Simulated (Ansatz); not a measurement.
`C[O][Ga]([CH3])[NH2]`. Charge 0, multiplicity 1. Correlated methods include outer-core shells of Ga, which these sets cover unevenly. Scalar relativity is left out up to krypton.

```xyz
13

C    -0.333   -1.839    1.308
O    -0.015   -1.385    0.023
Ga    0.098    0.360   -0.375
C     0.535    0.862   -2.204
N    -0.220    1.473    1.023
H    -1.329   -1.511    1.638
H     0.394   -1.509    2.064
H    -0.332   -2.934    1.309
H     1.372    0.262   -2.564
H     0.798    1.918   -2.279
H    -0.318    0.670   -2.857
H    -0.197    2.476    0.964
H    -0.452    1.156    1.949
```

Problem. Give the diagnostics of a CCSD(T)/def2-TZVPP run (frozen core, the Gaussian-basis code of Ansatz). (Estimate.)

Solution. Computed: T1 = 0.0128, largest single amplitude 0.035, largest double 0.029, (T) share of the correlation energy 3.7 %, 9 CCSD cycles. The RHF solution is stable towards an unrestricted one. T1 lies under the customary mark of 0.02 for closed shells.
